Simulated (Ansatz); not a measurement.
Input file for H6InNOSSi (`[NH2][In]([SH])[O][SiH3]`):

```yaml
crystal:
  periodic: [false, false, false]
  atoms:
    - {symbol: N, position_ang: [-0.854619, 2.120816, -0.099262]}
    - {symbol: In, position_ang: [0.550960, 0.852972, -0.766363]}
    - {symbol: S, position_ang: [2.253921, 1.138024, -2.371663]}
    - {symbol: O, position_ang: [0.391586, -1.019627, -0.124558]}
    - {symbol: Si, position_ang: [-0.535092, -1.788201, 0.965526]}
    - {symbol: H, position_ang: [-0.617475, 3.102324, -0.090888]}
    - {symbol: H, position_ang: [-1.262103, 1.867763, 0.790659]}
    - {symbol: H, position_ang: [2.592531, -0.160783, -2.288350]}
    - {symbol: H, position_ang: [-1.310842, -0.819033, 1.802617]}
    - {symbol: H, position_ang: [0.306514, -2.604348, 1.883287]}
    - {symbol: H, position_ang: [-1.515390, -2.689886, 0.298994]}
basis:
  gaussian: {orbitals: def2-TZVPP}
correlation: {method: ccsd_t}
output: {orbitals: {seedname: orbitals}}
```

```sh
$ ansatz run in.yaml --threads 2 --pin off --events-out ev --progress --plain --max-ram 32768MiB --backend cuda --devices 0, --max-vram 18GiB
```

The program prints (abridged):

```
Functional definition: HF
1812 factors; integrals over basis functions are off by at most 1.1e-3 eV
mean field evaluation 1: about -27440.9677 eV, gradient 5.5e1 eV
mean field evaluation 2: about -27441.1392 eV, gradient 5.5e1 eV
mean field evaluation 4: about -27447.2539 eV, gradient 4.4e0 eV
mean field evaluation 8: about -27447.3406 eV, gradient 4.4e-1 eV
mean field evaluation 16: about -27447.3420 eV, gradient 2.0e-6 eV
mean field -27447.34202968 eV, -1008.6712151139 hartree, gradient 2.0e-6 eV, S^2 0.000000; 0 other end points of the search recorded, 0 dependent functions left out
16 core orbitals not correlated: weight in the atoms' cores, before any rotation towards them, 1.000 or more for the frozen orbitals, at most 0.000 for the correlated occupied ones
reference -27447.34202968 eV, -1008.6712151139 hartree; 20, 20 occupied and 244, 244 virtual orbitals, 1812 factors
second order -28.37107978 eV of doubles, -0.00000000 eV of singles
cycle   1  -28.42827857 eV  change   -5.7e-2 eV  update   1.3e-1
cycle   2  -29.15994162 eV  change   -7.3e-1 eV  update   4.1e-2
cycle   3  -29.34589895 eV  change   -1.9e-1 eV  update   2.3e-2
cycle   4  -29.33177236 eV  change    1.4e-2 eV  update   6.3e-3
cycle   5  -29.32645029 eV  change    5.3e-3 eV  update   3.0e-3
cycle   6  -29.32756511 eV  change   -1.1e-3 eV  update   1.1e-3
cycle   7  -29.32718957 eV  change    3.8e-4 eV  update   4.6e-4
cycle   8  -29.32709027 eV  change    9.9e-5 eV  update   1.8e-4
cycle   9  -29.32721416 eV  change   -1.2e-4 eV  update   7.2e-5
cycle  10  -29.32722185 eV  change   -7.7e-6 eV  update   3.0e-5
perturbative correction -1.11604062 eV, -0.0410137364 hartree
Total energy: -27477.78529215 eV, -1009.7899843747 hartree
```

Run time 9.6 s (2 threads of an AMD EPYC 7R13 on a shared host and a share of an NVIDIA H100 80 GB); peak host memory 1.2 GiB.

MP2 recovers 93.2 % of the CCSD(T) correlation energy and the triples give 3.7 %; T1 = 0.0146.
